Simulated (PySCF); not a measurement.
SMILES C(#C)/C=C\C (C5H6) at its GFN2-xTB optimised geometry (Å):

```
11

C      1.6942    -1.0528    -0.0001
C      0.4932    -1.0254     0.0000
C     -0.9174    -1.0254     0.0000
C     -1.6647     0.0773     0.0000
C     -1.1295     1.4676     0.0000
H      2.7429    -1.0733    -0.0001
H     -1.3761    -2.0065     0.0001
H     -2.7429    -0.0144     0.0000
H     -0.0424     1.4634    -0.0005
H     -1.4838     2.0062     0.8794
H     -1.4846     2.0065    -0.8788
```

Method: PBE/def2-TZVP in PySCF.

Map of the electrostatic potential (hartree/e), clipped to [-0.08, 0.12] on the plane z = 0.8 Å:

```
|2222222222222222222222111111111|
|2222222222222222222221111111111|
|2222222222222222222211111111111|
|2222222222222222222211111111111|
|2222222222222222222111111111111|
|2222222222222222222111111111111|
|2222222233443222222111111111112|
|2222222336996322222111111111122|
|2222222359999532222111111111222|
|2222222369999954322111111111222|
|2222222359999975432111111112222|
|2222223348999976432111111122222|
|2222333347999954321111111122222|
|2222334469999643210000111222222|
|2223345699999532210001112222222|
|2223346799999543320012222222222|
|2223345579999866763356444333222|
|2222333346899999998999865543322|
|2222222234799999999999987543322|
|2222222223699999999999976543322|
|2222222223589977874587544433222|
|2222222234576543321123233332222|
|2222222234554322100001122222222|
|2222222233443221100000111222222|
|2222222223332211100000111122222|
|2222222222222211100000111112222|
|2222222222222211111111111111222|
|2222222222222111111111111111112|
|2222222222222111111111111111111|
|2222222222221111111111111111111|
|2222222222221111111111111111111|
```
Scale: ten equal steps from -0.030 (start of '0') to 0.120 (end of '9'), in the order '0123456789'; x runs from -5.00 to 5.00, y from -5.00 (bottom) to 5.00 (top).
